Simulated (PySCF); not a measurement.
## K: electron affinity

K⁻ [Ar] 4s2 (1S) → K [Ar] 4s1 (2S), as a difference of total energies. Computed with PySCF 2.14 in dyall-av3z, with no relativity, point nucleus. Correlated levels: valence: [Ar] frozen; virtual orbitals above 40 to 60 times the deepest correlated orbital energy dropped. The calculations carry no spin-orbit coupling.

```tsv
method	electron affinity (eV)
UHF	-0.080
LDA	0.576
PBE	0.515
PBE0	0.479
r2SCAN	0.409
r2SCAN0	0.416
BLYP	0.440
TPSS	0.530
MP2 (valence)	0.282
SCS-MP2 (valence)	0.355
```

These non-relativistic numbers lack the scalar-relativistic shift.

Errors of the correlated levels include the incompleteness of this basis and the frozen core.

A negative affinity means that the anion lies above the atom at that level of theory.

In the anion the highest occupied orbital energy is positive at LDA, PBE, PBE0, r2SCAN, r2SCAN0, BLYP, TPSS, a self-interaction effect; the basis confines that electron, and the energy difference can still be sensible.

For comparison: 0.501 eV (measured; photodetachment measurements, as compiled on the Wikipedia data page of electron affinities).
